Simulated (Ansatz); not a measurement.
Mulliken charges of AsP (`P#[As]`) from ωB97M-V/def2-TZVPP in Ansatz (PBE0-D4/def2-TZVP geometry).

| atom | x (Å) | y (Å) | z (Å) | charge (e) |
| --- | --- | --- | --- | --- |
| P1 | 0.848 | -0.280 | 0.435 | -0.017 |
| As2 | -0.848 | 0.280 | -0.435 | 0.017 |

By hand: the dipole of these point charges (1 e Å = 4.8032 D).

Σ q r = (-0.029, 0.010, -0.015) e Å, of length 0.034 e Å = 0.16 D.

How does the dipole of the full density compare? (An estimate is asked.)

The calculation gave: (-0.071, 0.023, -0.036) e Å, 0.40 D; the point charges give 0.40 times that, at 1° from its direction.

Point charges leave out the atoms' own dipoles, such as those of lone pairs, and Mulliken's split depends on the basis, so the two needn't agree.
